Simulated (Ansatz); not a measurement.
Stepwise reaction of `[CH3][Al]([CH3])[F]` with hydrogen sulfide, as a gas-phase model of exchange steps in deposition or etching. ΔE in kJ/mol; ΔG adds harmonic PBE0-D4 terms to CCSD(T)/CBS, at 1 bar.

Isolated molecules relaxed with PBE0-D4/def2-TZVP in Ansatz; ΔE leaves out vibrations. CBS: MP2 limit from def2 TZ/QZ plus the TZ coupled-cluster correction, frozen cores. This one scheme is used for every species. Functionals use def2-TZVPP. B3LYP here is the variant with VWN-RPA as its local correlation; programs differ in this. One conformer a species, not always the lowest.

```tsv
step	reaction	PBE-D4	B3LYP-D4	ωB97M-V	CCSD(T)/CBS	ΔG(600 K)
2	`[CH3][Al]([F])[SH]` + H₂S → `[F][Al]([SH])[SH]` + CH₄	-108.4	-109.4	-106.6	-109.8	-81.2
```

Problem. Give the row of step 1, `[CH3][Al]([CH3])[F]` + H₂S → `[CH3][Al]([F])[SH]` + CH₄. (Best estimate.)

Solution. The calculation gave: 
```csv
step,reaction,PBE-D4,B3LYP-D4,ωB97M-V,CCSD(T)/CBS,ΔG(600 K)
1,`[CH3][Al]([CH3])[F]` + H₂S → `[CH3][Al]([F])[SH]` + CH₄,-119.2,-120.1,-117.5,-121.1,-90.5
```

Problem. By hand: ΔE of the 2 steps together at CCSD(T)/CBS.

Solution. (-121.1) + (-109.8) = -230.9 kJ/mol, or -115.4 kJ/mol a step.

In ΔE each step is higher than the one before. All are downhill at CCSD(T)/CBS. ΔG lies between -90.5 and -81.2 kJ/mol a step. PBE-D4 differs from CCSD(T)/CBS by 1.4 to 1.9 kJ/mol a step. Isolated molecules leave out the surface, adducts and barriers. Largest T1 diagnostic: 0.012.
